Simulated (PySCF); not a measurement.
Vertical excitations of a molecule C4H5BO from TDA-PBE/def2-SVPD run with PySCF, as energy in eV (oscillator strength): 3.05 (0.034), 3.73 (0.000), 4.25 (0.003), 5.09 (0.000), 5.17 (0.000), 5.49 (0.029), 5.75 (0.014), 6.43 (0.000), 6.49 (0.000), 6.59 (0.049). Lowest triplet (TDA): 2.72 eV. Coordinates come from a PBE0-D3(BJ)/def2-SVP optimisation. The values are those of a single conformer.

### Question
Identify the compound among the candidates.
A. C#CB1COC1
B. OB1C=CC=C1
C. O=CB1C=CC1
D. C#CB(O)C=C

### Answer
A, C#CB1COC1
